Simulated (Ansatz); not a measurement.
`C[Se][BH][AlH2]` and `C[Se]BF` differ in one atom or group.

Ansatz, PBE0-D4/def2-TZVP geometries, multiplicity 1. Each molecule was computed in one conformer, which needn't be the lowest.

Scalar relativity is left out up to krypton.

```json
{"property": "HOMO–LUMO gap (PBE0/def2-TZVPP) / eV", "`C[Se][BH][AlH2]`": "5.48"}
{"property": "HOMO energy (B3LYP/def2-TZVPP) / eV", "`C[Se][BH][AlH2]`": "-7.00"}
{"property": "HOMO energy (ωB97M-V/def2-TZVPP) / eV", "`C[Se][BH][AlH2]`": "-9.26"}
{"property": "HOMO energy (PBE/def2-TZVPP) / eV", "`C[Se][BH][AlH2]`": "-6.06"}
{"property": "HOMO–LUMO gap (ωB97M-V/def2-TZVPP) / eV", "`C[Se][BH][AlH2]`": "9.26"}
{"property": "size of the dipole moment (PBE/def2-TZVPP) / D", "`C[Se][BH][AlH2]`": "1.36"}
```

Give the same properties after the change, and the shifts. (Estimate.)

Computed: 
| property | `C[Se]BF` | shift |
| --- | --- | --- |
| HOMO–LUMO gap (PBE0/def2-TZVPP) / eV | 6.61 | 1.13 |
| HOMO energy (B3LYP/def2-TZVPP) / eV | -7.03 | -0.03 |
| HOMO energy (ωB97M-V/def2-TZVPP) / eV | -9.38 | -0.12 |
| HOMO energy (PBE/def2-TZVPP) / eV | -6.16 | -0.10 |
| HOMO–LUMO gap (ωB97M-V/def2-TZVPP) / eV | 10.67 | 1.41 |
| size of the dipole moment (PBE/def2-TZVPP) / D | 2.12 | 0.76 |

With PBE0 the HOMO falls by 0.07 eV and the LUMO rises by 1.06 eV, so the gap widens by about 1.13 eV. PBE moves the HOMO by -0.10 eV and ωB97M-V by -0.12 eV. Dipoles are sizes alone; their direction can turn.

B3LYP here is the variant with VWN-RPA as its local correlation; programs differ in this.

Spin–orbit coupling is left out; it splits and shifts lone-pair levels of the heavy atoms by tenths of an eV.
